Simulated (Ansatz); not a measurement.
H3InOZn (`[OH][InH][ZnH]`). Total charge 0; spin multiplicity 1. In takes the def2 core potential.

```xyz
6

O     1.841    0.278   -0.240
In   -0.129    0.239   -0.623
Zn   -1.420   -0.709    1.409
H     2.360    0.624   -0.969
H    -0.455    0.849   -2.216
H    -2.196   -1.282    2.639
```

Q: What are the harmonic wavenumbers in cm⁻¹ at PBE0-D4/def2-TZVP (Ansatz, finite differences of forces, unscaled)? (An estimate is asked.)

A: Computed: 77, 203, 290, 388, 393, 434, 493, 576, 776, 1755, 1832, 3890.

Q: Is this a minimum?

A: Yes, all 12 modes are real.

Q: Give the ideal-gas thermochemistry at 298.15 K and 1 bar (rigid rotor, harmonic oscillator; point group Cs, symmetry number 1).

A: Zero-point energy 66.4 kJ/mol; H(298) − E = 84.7 kJ/mol; entropy 338.2 J/(mol·K), of which translation 174.9, rotation 113.9, vibration 49.4; G(298) − E = -16.1 kJ/mol. Modes under 100 cm⁻¹ are hindered rotations or soft bends, so the harmonic entropy is rough.

Q: And at 400, 500, 600, 800 and 1000 K?

A: 
```csv
T (K),H − E (kJ/mol),S (J/mol/K),G − E (kJ/mol)
400,94.1,365.2,-52.0
500,104.0,387.2,-89.7
600,114.3,406.2,-129.4
800,136.2,437.5,-213.8
1000,159.1,463.0,-304.0
```
